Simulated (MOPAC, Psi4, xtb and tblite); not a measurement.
Torsional profile of SMILES CC(C)c1ccccc1O. Scanned: dihedral C1–C2–C4–C5; all other coordinates were relaxed at GFN2-xTB.

Atom numbering (GFN2-xTB optimised geometry, Å):
```
22

C     -2.0691     0.4239    -1.1524
C     -1.3949     0.1243     0.1876
C     -1.9264    -1.1811     0.7830
C      0.1061     0.0669     0.0365
C      0.7179    -0.8452    -0.8098
C      2.0939    -0.8999    -0.9463
C      2.8891    -0.0288    -0.2251
C      2.3026     0.8888     0.6267
C      0.9211     0.9418     0.7620
O      0.3342     1.8451     1.6024
H     -3.1427     0.5328    -1.0147
H     -1.8952    -0.3796    -1.8641
H     -1.6792     1.3473    -1.5749
H     -1.6279     0.9381     0.8795
H     -3.0008    -1.1120     0.9390
H     -1.4501    -1.3822     1.7399
H     -1.7286    -2.0188     0.1184
H      0.1051    -1.5300    -1.3765
H      2.5432    -1.6201    -1.6134
H      3.9642    -0.0598    -0.3215
H      2.9188     1.5740     1.1958
H      1.0190     2.3745     2.0279
```

Levels of theory: GFN2-xTB (xtb and tblite); B3LYP-D3(BJ)/def2-SVP // GFN2-xTB (Psi4); PBE/def2-SVP // GFN2-xTB (Psi4); PM7, restricted, heats of formation // GFN2-xTB (MOPAC); B3LYP/def2-SVP // GFN2-xTB (Psi4); PBE-D3(BJ)/def2-SVP // GFN2-xTB (Psi4).

Energies in kJ/mol, each method relative to its own lowest point.

```csv
φ / °,GFN2-xTB,B3LYP-D3(BJ)/def2-SVP,PBE/def2-SVP,PM7,B3LYP/def2-SVP,PBE-D3(BJ)/def2-SVP
-165,22.4,27.0,26.4,17.3,27.0,26.4
-150,20.2,22.7,21.7,17.4,22.6,21.8
-135,12.7,12.0,11.1,12.5,12.0,11.2
-120,5.5,3.4,3.1,6.0,3.5,3.1
-105,1.9,0.0,0.0,2.4,0.0,0.0
-90,0.9,1.1,1.1,1.2,0.8,1.2
-75,0.4,2.4,2.3,0.4,1.8,2.6
-60,0.0,2.7,2.6,0.0,2.1,2.9
-45,0.5,2.3,2.3,0.6,1.8,2.5
-30,1.0,0.8,0.8,1.4,0.6,0.9
-15,2.4,0.7,0.7,2.7,0.8,0.6
0,6.7,5.5,5.3,6.6,5.7,5.2
15,14.1,15.1,14.3,12.9,15.3,14.3
30,21.1,25.0,24.1,17.3,25.0,24.1
45,21.9,26.0,25.5,17.1,26.0,25.6
60,16.7,20.3,20.1,14.6,20.3,20.1
75,11.5,14.4,14.5,11.6,14.5,14.5
90,7.0,8.4,8.6,8.6,8.5,8.6
105,2.8,3.0,3.5,4.9,3.2,3.3
120,1.4,1.6,2.2,3.3,1.9,2.0
135,3.8,5.0,5.5,5.6,5.3,5.3
150,8.3,11.2,11.4,9.3,11.4,11.3
165,12.8,17.0,17.2,12.0,17.2,17.0
180,18.1,22.9,22.8,14.9,23.0,22.7
```

Root-mean-square difference from the PBE-D3(BJ)/def2-SVP profile, itself a level with limits, after the best constant shift (kJ/mol): GFN2-xTB 2.1, B3LYP-D3(BJ)/def2-SVP 0.4, PBE/def2-SVP 0.1, PM7 3.6, B3LYP/def2-SVP 0.5.
